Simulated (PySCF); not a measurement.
C2H5ClGaN, SMILES C=[CH][Ga]([NH2])[Cl].

Coordinates come from a r2SCAN-D4/def2-SVP optimisation. The structure was generated by enumeration; whether it is a known compound was not checked. The values are those of a single conformer.

Two levels are set side by side: TDA-PBE/def2-SVPD (PySCF) and TDA-B3LYP/def2-SVPD (PySCF). Vertical, same geometry. The lowest singlet is HOMO→LUMO 92 % with PBE and HOMO→LUMO 95 % with the other functional; states are paired by order. Differences are taken from unrounded values.

| quantity | TDA-B3LYP |
|---|---|
| lowest singlet excitation (eV) | 5.26 |
| lowest triplet excitation (TDA) (eV) | 4.05 |
| first bright state (f over 0.05) (eV) | 5.26 |
| its oscillator strength | 0.05 |

**Question.** What does TDA-PBE give, and how far is it from TDA-B3LYP? (The exact figures need the calculation; the answer reports its results.)

**Answer.** 
```tsv
quantity	TDA-PBE	TDA-PBE minus TDA-B3LYP
lowest singlet excitation (eV)	4.41	-0.85
lowest triplet excitation (TDA) (eV)	3.81	-0.24
first bright state (f over 0.05) (eV)	5.55	0.29
its oscillator strength	0.06	0.00
```

Functionals without exact exchange tend to place singlet excitations lower, as here. Differences between two approximate levels are no errors against the true value.

Rough cost on one machine, each run with all the roots and properties that it gave: TDA-B3LYP against TDA-PBE within a factor of 2.
